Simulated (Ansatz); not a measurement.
Species: NbF, charge 0, multiplicity 5. The spin state was set by rule; other spins were not relaxed. 
Structure (B3LYP-D3(BJ)/def2-TZVP (Ansatz, a program for electronic structure) minimum search):
```xyz
2

Nb     0.0000     0.0000    -0.3398
F      0.0000     0.0000     1.5479
```
Charge 0, spin multiplicity 5.

Dipole moments at this geometry, in debye (magnitudes).

```csv
level,program,dipole (D)
SVWN5/def2-TZVPD,Ansatz,2.59
PBE/def2-TZVPD,Ansatz,2.61
revPBE/def2-TZVPD,Ansatz,2.62
r2SCAN/def2-TZVPD,Ansatz,2.85
B97M-V/def2-TZVPD,Ansatz,2.63
PBE0/def2-TZVPD,Ansatz,2.99
BHLYP/def2-TZVPD,Ansatz,3.21
r2SCANh/def2-TZVPD,Ansatz,2.99
r2SCAN0/def2-TZVPD,Ansatz,3.17
HSE06/def2-TZVPD,Ansatz,2.99
CAM-B3LYP/def2-TZVPD,Ansatz,2.98
wB97M-V/def2-TZVPD,Ansatz,2.99
CCSD(T)/def2-SVPD,Ansatz,…
```

Q: Some entries are withheld; supply them.

A: 
- CCSD(T)/def2-SVPD, dipole (D): 2.98
